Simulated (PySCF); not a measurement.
## Static response to an electric field

Species: C₁₁H₁₃FO.
Cartesian coordinates in Å at the PBE0-D3(BJ)/def2-SVP level; atoms count from 1:
```xyz
26
C11H13FO angstrom
O      2.8964    0.6952   -2.4963
C      3.5518    0.8725   -1.5267
F      4.5021    1.8196   -1.5113
C      3.5064    0.1410   -0.2212
C      2.3458   -0.8332   -0.1098
C      0.9928   -0.1508    0.0366
C     -0.1706   -1.1399    0.0912
C     -1.4992   -0.4605    0.2794
C     -2.1963    0.0633   -0.8159
C     -3.4030    0.7371   -0.6406
C     -3.9355    0.8993    0.6380
C     -3.2523    0.3825    1.7374
C     -2.0449   -0.2899    1.5566
H      4.4802   -0.3697   -0.1234
H      3.4951    0.8945    0.5844
H      2.3374   -1.4814   -1.0017
H      2.5215   -1.4937    0.7551
H      0.8332    0.5426   -0.8055
H      0.9853    0.4670    0.9520
H     -0.0034   -1.8574    0.9121
H     -0.1833   -1.7296   -0.8409
H     -1.7858   -0.0625   -1.8222
H     -3.9338    1.1353   -1.5090
H     -4.8836    1.4243    0.7765
H     -3.6636    0.5003    2.7431
H     -1.5152   -0.6963    2.4234
```

Level: B3LYP/def2-SVPD (PySCF), static field, nuclei fixed, core orbitals frozen in the response. The polarisability tensor in these axes (au):

```
x   158.60 -14.86  -6.38
y   -14.86 105.20  -4.87
z    -6.38  -4.87 131.84
```

Problem. Diagonalise the tensor; give its mean and Δα, where Δα² is half the sum of the squared differences of the eigenvalues.

Solution. Principal values 100.08, 132.31 and 163.26 au; mean 131.88 au = 19.54 Å³ = 21.74 × 10⁻⁴⁰ C²·m²/J; Δα = 54.72 au (41 % of the mean).

Problem. What is the dipole moment, and where does it point?

Solution. (0.32, -1.26, 2.54) D, 2.85 D in size, pointing from the negative to the positive side. Measured along this direction, the outermost atoms are H23 and O1 at the negative end and H26 at the positive end.

Problem. Give the principal axes and the span of the nuclei along them.

Solution. Largest value along (0.96, -0.23, -0.16), where the nuclei span 9.55 Å; middle along (0.10, -0.23, 0.97), 4.62 Å; least along (0.26, 0.94, 0.20), 4.45 Å. The response follows the extents in order.

Problem. Molar refractivity from α?

Solution. Lorentz–Lorenz: R = (4π/3)N_A α = 2.5225 cm³/(mol·Å³) × 19.54 Å³ = 49.3 cm³/mol, in the limit of long wavelengths.

Problem. What would n − 1 = 2πNα be for an ideal gas of these molecules at 400 K and 1 atm, electronic part alone?

Solution. N = p/kT = 1.8347 × 10¹⁹ cm⁻³, so n − 1 = 2π × N × 19.54 × 10⁻²⁴ cm³ = 2253 × 10⁻⁶ at long wavelengths, for an ideal gas.

Problem. Orientational against electronic polarisability at 298 K (dilute gas, rigid molecules)?

Solution. In Gaussian units μ²/3kT = 65.93 Å³ against 19.54 Å³, a ratio of 3.37; the Debye molar polarisation (4π/3)N_A(α + μ²/3kT) is 215.6 cm³/mol, leaving out the vibrational part.

Problem. Find the Langevin capture rate constant for H3O+ (19.018 u) meeting this molecule (180.095 u), k = 2.342 × 10⁻⁹ cm³/s × √(α in Å³ / reduced mass in u).

Solution. The reduced mass is 17.20 u, so k = 2.50 × 10⁻⁹ cm³/s. The formula leaves out the permanent dipole, which adds to the capture rate.

Isolated species at its PBE0-D3(BJ)/def2-SVP geometry (one conformer only).
